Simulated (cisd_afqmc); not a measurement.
Input (AFQMC/CISD/cc-pVDZ; cisd_afqmc is a phaseless AFQMC code with CISD trial states that reads the integrals written by Ansatz):

Ansatz 0.2 input:
```python
import cisd_afqmc

open("ham.yaml", "w").write("""\
crystal:
  periodic: [false, false, false]
  atoms:
    - {symbol: B, position_ang: [-0.82578239, -1.30086294, 0.24143243]}
    - {symbol: H, position_ang: [-0.42428623, -2.06667517, 1.04949113]}
    - {symbol: H, position_ang: [-1.81103106, -1.45464164, -0.39595564]}
    - {symbol: Br, position_ang: [0.18183512, 0.28644661, -0.05316279]}
basis:
  gaussian:
    orbitals: cc-pVDZ
magnetization: {spin_polarized: false}
correlation: {method: ccsd, electrons: outside_noble_gas, hamiltonian_folder: ham}
""")
rep = cisd_afqmc.ansatz("ham.yaml")
e_ccsd = rep["correlation"]["coupled_cluster"]["energy"]["hartree"]
out = cisd_afqmc.run("ham", e_ccsd, trial="CISD", walkers=200, populations=8, threads=8, dt=0.005, steps=40, early=24, settle=10, least=32,
    cut=5e-5, rank_cut=2e-4, target=0.0004, seconds=1500, seed=1, memory=17280, gpu=False)
```

Output:

```
orbitals 36, occupied [6], factors 195 of 532, rank of the doubles 92 of 180
E(HF) = -2598.251004
E(CCSD) on the cut factors = -2598.479032, shift to the whole factors -0.000009
Energy of the trial state on the determinant = -2598.479045
  tau behind 7.2 of longer steps, mean of the populations' last blocks
   2.0  -2598.48483
   4.0  -2598.48515
   6.0  -2598.48482
   8.0  -2598.48533
blocks 267 (0 outliers left out), error by blocks joined: 1: 0.00009, 2: 0.00011, 4: 0.00012, 8: 0.00012, 16: 0.00015
E(AFQMC/CISD) = -2598.48517 +/- 0.00015
```
